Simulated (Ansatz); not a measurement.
A nudged elastic band was laid between two geometries of CH3F3Ge + H2 (10 atoms, charge 0, multiplicity 1).

The calculation used RKS B3LYP/def2-SVP in Ansatz.

```json
{"movable images": "7", "climbing image": "yes", "spring": "5.0 eV/Å²", "optimiser": "quadratic models (default)", "start path": "through a guess of the saddle point", "force threshold": "0.05 eV/Å", "iteration limit": "60", "end points": "relaxed"}
```

Image 0:

```xyz
10
Properties=species:S:1:pos:R:3
Ge -1.113 0.151 -0.046
C 0.109 -0.877 -1.122
F -2.177 1.144 -0.973
F -2.137 -0.817 0.950
F -0.317 1.236 1.043
H 2.673 1.147 2.169
H 1.948 1.223 1.949
H 0.563 -1.662 -0.502
H -0.442 -1.333 -1.956
H 0.892 -0.212 -1.512
```

Image 8:

```xyz
10
Properties=species:S:1:pos:R:3
Ge -0.919 1.284 0.936
C 1.003 -1.250 -0.948
F -1.711 0.968 -0.561
F -0.920 -0.194 1.822
F -1.945 2.362 1.801
H 0.725 -1.433 0.101
H 0.479 1.849 0.750
H 1.139 -2.215 -1.457
H 0.203 -0.687 -1.450
H 1.945 -0.683 -0.993
```

Q: Which bonds break or form, and what moves?

A: Bonds broken: Ge1–C2, H6–H7. Bonds formed: Ge1–H7, C2–H6. CH3F3Ge + H2 becomes CH4 + F3GeH.

Q: What energy profile does the band end with?

A: It converged. The highest image is number 4 of 0 to 8, 77.0 kcal/mol above the first end and 83.3 kcal/mol above the last; the last end lies 6.3 kcal/mol below the first. Neighbouring images differ by up to 3.1 eV, so the band resolves the path poorly. A vibrational analysis at the climbing image gives one clearly imaginary mode, 1818i cm⁻¹: a first-order saddle point. The orbitals stay closed-shell, which can raise the energy where a bond breaks towards radicals; this wasn't checked here.

```
image  path coordinate (Å)  energy (kcal/mol)  Ge1–C2 (Å)  H6–H7 (Å)  Ge1–H7 (Å)
    0                 0.00                0.0        1.93       0.76        3.81
    1                 1.28                0.0        1.92       0.76        3.52
    2                 2.56                0.4        1.92       0.76        3.16
    3                 3.84                7.4        1.94       0.76        2.54
    4                 5.12               77.0        2.17       1.16        1.75
    5                 6.71                4.7        3.14       1.79        1.52
    6                 8.29               -5.5        3.94       2.75        1.52
    7                 9.88               -5.8        3.90       3.04        1.52
    8                11.46               -6.3        3.70       3.35        1.52
```

Q: What is the geometry of the highest image?

A: 
```xyz
10
Properties=species:S:1:pos:R:3
Ge -0.644 0.565 0.488
C 0.627 -0.647 -0.790
F -1.690 0.818 -0.886
F -1.794 -0.271 1.473
F -0.200 2.222 0.713
H 0.778 -0.318 0.582
H 0.594 0.125 1.643
H 1.566 -1.168 -0.511
H -0.096 -1.404 -1.127
H 0.860 0.077 -1.584
```

Time of the run: 6.6 min on 2 threads of Intel(R) Xeon(R) Platinum 8488C (Sapphire Rapids), on a shared host, peak memory 0.32 GiB.
